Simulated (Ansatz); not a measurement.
An input meant for n-GeGeSiH8 (SiGe₂H₈) (charge 0, triplet).

```yaml
crystal:
  periodic: [false, false, false]
  atoms:
    - {symbol: Ge, position_ang: [1.869297, -0.721525, 0.273106]}
    - {symbol: Ge, position_ang: [0.041964, 0.346137, -0.939526]}
    - {symbol: Si, position_ang: [-1.919849, 0.468649, 0.426183]}
    - {symbol: H, position_ang: [1.485064, -2.181696, 0.634930]}
    - {symbol: H, position_ang: [2.154112, 0.048970, 1.590607]}
    - {symbol: H, position_ang: [3.168492, -0.747814, -0.574958]}
    - {symbol: H, position_ang: [0.478656, 1.775530, -1.368927]}
    - {symbol: H, position_ang: [-0.260257, -0.459286, -2.234815]}
    - {symbol: H, position_ang: [-1.615004, 1.301450, 1.676077]}
    - {symbol: H, position_ang: [-1.615004, 1.251450, 1.676077]}
    - {symbol: H, position_ang: [-2.349256, -0.919994, 0.820816]}
basis:
  gaussian: {orbitals: def2-SVP}
magnetization: {spin_polarized: true, initial_magnetization: 2}
hamiltonian: {xc: {name: rPW86-PBE}}
scf: {omitted_lower_state_checks: [starts]}
output: {forces: true}
```

```sh
$ ansatz run in.yaml --threads 4 --pin off --events-out ev --progress --plain --max-ram 3916MiB
```

It prints (some lines left out):

```
Functional definition: rPW86-PBE
1362 factors; their error is unknown
mean field evaluation 1: about -120825.7822 eV, gradient 2.6e1 eV
mean field evaluation 2: about -120826.9259 eV, gradient 2.6e1 eV
mean field evaluation 4: about -120828.3962 eV, gradient 1.7e0 eV
mean field evaluation 8: about -120828.4388 eV, gradient 1.2e-1 eV
mean field evaluation 16: about -120828.3389 eV, gradient 3.5e-4 eV
mean field -120828.33887073 eV, -4440.3595531098 hartree, gradient 2.7e-5 eV, S^2 2.004658; 0 other end points of the search recorded, 0 dependent functions left out
reference -120828.33899153 eV, -4440.3595575490 hartree; 44, 42 occupied and 78, 80 virtual orbitals, 1362 factors
Total energy: -120828.33899153 eV, -4440.3595575490 hartree
Atom 0 at     1.869297    -0.721525     0.273106 Å, force     0.051489    -0.140734     0.194549 eV/Å
Atom 1 at     0.041964     0.346137    -0.939526 Å, force    -0.775064     0.154908    -0.198918 eV/Å
Atom 2 at    -1.919849     0.468649     0.426183 Å, force    -0.443678    -3.857086    -5.718312 eV/Å
Atom 3 at     1.485064    -2.181696     0.634930 Å, force     0.011823    -0.028561     0.025203 eV/Å
Atom 4 at     2.154112     0.048970     1.590607 Å, force     0.028260     0.016323     0.043900 eV/Å
Atom 5 at     3.168492    -0.747814    -0.574958 Å, force     0.086493    -0.002697    -0.063539 eV/Å
Atom 6 at     0.478656     1.775530    -1.368927 Å, force     0.023020     0.061440    -0.008298 eV/Å
Atom 7 at    -0.260257    -0.459286    -2.234815 Å, force     0.236897    -0.106153    -0.331126 eV/Å
Atom 8 at    -1.615004     1.301450     1.676077 Å, force    -0.128426  5746.114053     2.869269 eV/Å
Atom 9 at    -1.615004     1.251450     1.676077 Å, force     1.153888 -5742.286945     3.116038 eV/Å
Atom 10 at    -2.349256    -0.919994     0.820816 Å, force    -0.244703     0.075452     0.071233 eV/Å
Dipole moment:    -0.025040     0.243274     0.378011 e Å
Checks for a lower state left out: starts
```

Q: What is wrong with this run?

A: One atom was put on top of another. The calculation finished and met its thresholds. The result belongs to that input, not to the species as meant.
